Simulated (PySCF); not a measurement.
A GIAO shielding run with PySCF 2.14.0 with density-fitted response routines (density fitting, non-relativistic, gas phase) on `O=C(F)C(F)(F)F`, C2F4O:

```
$ OMP_NUM_THREADS=1 python probes_run.py task.json out

{"job": {"kind": "nmr", "xc": "PBE0", "basis": "pcSseg-0", "pop": true}, "charge": 0, "multiplicity": 1}
O      1.328517     0.733756    -1.130987
C      0.756023    -0.086971    -0.514289
F      1.122485    -1.356036    -0.449556
C     -0.513112     0.127944     0.326277
F     -0.289300    -0.244734     1.580567
F     -1.504592    -0.604840    -0.167017
F     -0.860918     1.398350     0.304374
```

Hardware: 1 thread of an Arm Neoverse V1, shared host. The job also computes population analyses, field gradients.

Task: How large is the calculation?

Result: 56 electrons, 63 basis functions and 566 auxiliary functions.

Task: How long does it take, and how much memory does it need?

Result: 3.5 s of wall time, with 13 SCF cycles and 5 response iterations; peak memory 0.41 GiB. Times on a shared host scatter by some tens of per cent.
